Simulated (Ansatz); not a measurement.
Calculated with Ansatz (gas phase, PBE0-D4/def2-TZVP geometries, no zero-point term in ΔE). CCSD(T)/CBS adds triple-zeta CCSD(T) − MP2 to the extrapolated MP2 energy (def2 sets, frozen cores). This one scheme is used for every species. DFT in def2-TZVPP. HSE06 is defined as in plane-wave codes. For Br outer-core shells are correlated without core-valence functions, which leaves a few kJ/mol of doubt a bond. Scalar relativity is left out up to krypton. One conformer a species, not always the lowest.

`OC([SiH3])Cl` + HBr → `OC(Cl)Br` + SiH₄  (substitution at a C–Si bond)

```csv
level,ΔE (eV)
PBE-D4,0.28
BLYP-D4,0.28
r2SCANh-D4,0.32
HSE06-D4,0.33
PBE-QIDH,0.35
PBE0,0.32
MP2/def2-SVP,0.35
SCS-MP2/def2-TZVPP,0.32
```

Task: What does CCSD(T)/CBS give? (Estimate.)

Result: The calculation gave: +0.38 eV. The listed levels differ from it by -0.10, -0.10, -0.06, -0.05, -0.03, -0.06, -0.03, -0.06 eV.

Largest T1 diagnostic among the species: 0.011.

From r2SCAN to r2SCAN0 (25 % exact exchange), in def2-TZVPP and without D4, ΔE moves by +0.04 eV. Leaving LDA and LC-ωPBE aside and taking each functional with its dispersion term where it has one, the values, not all of them listed here, spread over 0.12 eV, from revPBE-D4 to BHLYP-D4. In def2-TZVPP, CCSD(T) changes the Hartree–Fock value by −0.04 eV (the triples alone add −0.03 eV) and MP2 by −0.08 eV.
